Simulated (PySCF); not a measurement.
A set of runs on GeCl3(NHMe) (`C[NH][Ge]([Cl])([Cl])[Cl]`); the geometry of each is named by its level. Settings lines and outputs come from a driver script.

Species: GeCl3(NHMe), CH4Cl3GeN.
Bonds: Ge1–Cl2, Ge1–Cl3, Ge1–Cl4, Ge1–N5, N5–C6. Hydrogens: H7 on N5; H8, H9, H10 on C6.

Step 1: PBE0-D3(BJ)/def2-SVP geometry optimisation, gas phase (PySCF 2.14.0) (from the GFN2-xTB geometry)
```json
{"job": {"xc": "PBE0", "basis": "def2-SVP", "d3": "d3bj", "grid": 1, "maxiter": 40, "shake": 0.03, "kind": "geom"}, "charge": 0, "multiplicity": 1}
```
```
step   0  E = -3551.42087609  max force = 0.058346
step   1  E = -3551.43331472  max force = 0.015985
step   2  E = -3551.43427281  max force = 0.005656
step   3  E = -3551.43455896  max force = 0.001483
step   4  E = -3551.43457036  max force = 0.000388
optimisation converged
```

Final energy -3551.43457 Eh after 4 steps; dipole 2.84 D. Energies in Eh; «max force» is the largest Cartesian gradient component in Eh/bohr.

Step 2: TDDFT B3LYP/def2-SVPD, vertical, gas phase, core orbitals frozen in the response (PySCF 2.14.0, density-fitted response routines) (on the PBE0-D3(BJ)/def2-SVP geometry)
```json
{"job": {"kind": "uv", "xc": "B3LYP", "basis": "def2-SVPD", "ip": true, "nstates": 15}, "charge": 0, "multiplicity": 1}
```
```
...
Static polarisability (au): isotropic 91.895, principal 88.437 90.273 96.975
Singlet excitations
state   eV       nm        f      main configurations
  1   4.5546    272.2   0.00932   H->L 0.99
  2   5.9485    208.4   0.00256   H-1->L 0.98
  3   6.1665    201.1   0.00002   H->L+1 0.96
  4   6.2721    197.7   0.03211   H-2->L 0.92
  5   6.3488    195.3   0.03400   H-3->L 0.94
  6   6.5674    188.8   0.02559   H-4->L 0.94
  7   6.6251    187.1   0.00013   H->L+2 0.93
  8   6.6956    185.2   0.02377   H-6->L 0.82, H-5->L 0.12
  9   6.6983    185.1   0.03701   H-5->L 0.80, H-6->L 0.13
 10   7.2567    170.9   0.10249   H->L+3 0.70, H->L+4 0.22
 11   7.2846    170.2   0.04769   H->L+4 0.75, H->L+3 0.20
 12   7.6407    162.3   0.00871   H->L+5 0.83, H->L+6 0.10
 13   7.7339    160.3   0.00005   H->L+6 0.82, H->L+5 0.11
 14   7.9101    156.7   0.01926   H-1->L+1 0.87
 15   8.0550    153.9   0.04510   H-7->L 0.85
Triplet excitations (Tamm-Dancoff, eV): 4.2541 5.5597 5.7833 5.8645
Vertical ionisation energy (delta-SCF) = 9.5866 eV
Vertical electron affinity (delta-SCF) = 0.1002 eV
```

HOMO -7.42 eV, LUMO -1.89 eV; lowest singlet 4.55 eV; lowest triplet 4.25 eV (Tamm–Dancoff); mean polarisability 91.9 au.

Step 3: delta-SCF UKS SCAN, pcX-2 on the ionised atom, pcseg-1 elsewhere, spin-free X2C (PySCF 2.14.0) (on the PBE0-D3(BJ)/def2-SVP geometry)
```json
{"job": {"kind": "xps", "metal_2p": true}, "charge": 0, "multiplicity": 1}
```
```
...
ground state, core basis on atom 1 (Cl), 171 functions
  E(ground) = -3574.13541090 Eh
hole in Cl 1s of atom 1
  E(ion) = -3470.17893723 Eh   <S^2> = 0.7521   hole on atom = 1.000   binding energy = 2828.800 eV
hole in Cl 2p of atom 1
  E(ion) = -3566.53606601 Eh   <S^2> = 0.7521   hole on atom = 1.001   binding energy = 206.789 eV
  2p3/2 = 206.194 eV   2p1/2 = 207.848 eV
ground state, core basis on atom 4 (N), 160 functions
  E(ground) = -3573.98001988 Eh
hole in N 1s of atom 4
  E(ion) = -3559.08644798 Eh   <S^2> = 0.7663   hole on atom = 1.000   binding energy = 405.275 eV
ground state, core basis on atom 5 (C), 160 functions
  E(ground) = -3573.96513024 Eh
hole in C 1s of atom 5
  E(ion) = -3563.22487040 Eh   <S^2> = 0.7701   hole on atom = 1.000   binding energy = 292.257 eV
```

Cl1s of Cl2 2828.80 eV; Cl2p of Cl2 206.75 eV (mean of the 2p shell); N1s of N5 405.27 eV; C1s of C6 292.26 eV; one atom stands for each set of equivalent ones. SCF cycles are left out; they run on a coarse grid, and E(ground) and E(ion) are re-evaluated on a finer one. For a 2p shell the printed binding energy is that of one 2p hole without spin–orbit coupling; the 2p3/2 and 2p1/2 values follow from a further step that adds the ground-state splitting of the three 2p orbitals and a mean-field spin–orbit operator, and the shell mean corrects the one hole to the average of the three. The log counts atoms from 0, this text from 1.

Q: Which step took the most CPU time, and about what did each take on an Intel Xeon 6975P-C with one thread, no GPU, shared host?

A: Step 2, about 56 % of the total. CPU time by step: 1: 39 s, 2: 75 s, 3: 21 s.

Geometry of the electronic-property runs (PBE0-D3(BJ)/def2-SVP):
```
atom  x, y, z in Å
Ge1    0.562    0.916    0.852
Cl2    0.505    0.957    2.985
Cl3    2.594    0.952    0.177
Cl4   -0.323    2.697    0.053
N5    -0.299   -0.545    0.318
C6    -0.522   -0.907   -1.061
H7    -0.660   -1.164    1.034
H8    -1.596   -0.971   -1.306
H9    -0.090   -0.144   -1.725
H10   -0.047   -1.868   -1.323
```

